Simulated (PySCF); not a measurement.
C₄H₇F, SMILES CC/C=C\F. Atoms are numbered in the order given.

```xyz
12

C     -1.9543     0.8762    -0.4053
C     -0.7754    -0.0229    -0.7984
C     -0.1555    -0.7198     0.3784
C      1.1039    -0.5741     0.7854
F      1.9816     0.2222     0.1512
H     -2.4053     1.3483    -1.2924
H     -1.6300     1.6759     0.2792
H     -2.7439     0.3008     0.1057
H     -1.1277    -0.7825    -1.5200
H     -0.0054     0.5680    -1.3177
H     -0.7827    -1.3912     0.9741
H      1.5487    -1.0756     1.6496
```
Charge 0, spin multiplicity 1.

The structure is a stationary point at B3LYP-D3(BJ)/def2-SVP. One conformer was computed; it need not be the lowest.

All values below come from HF/def2-TZVP (PySCF).

The molecule is in vacuum.

Computed frontier levels, gap, dipole moment and polarisability:
```json
{
  "highest_occupied_level": "-9.89 eV",
  "lowest_empty_level": "3.75 eV",
  "orbital_gap": "13.64 eV",
  "dipole_moment": "1.55 D",
  "quadrupole, principal values (traceless, Buckingham form, about the centre of nuclear charge)": "-3.74, -1.47, 5.20 D·Å",
  "mean_static_polarisability": "48.5 bohr³ (7.19 Å³)",
  "polarisability_principal_values": "39.5, 43.6, 62.5 bohr³"
}
```
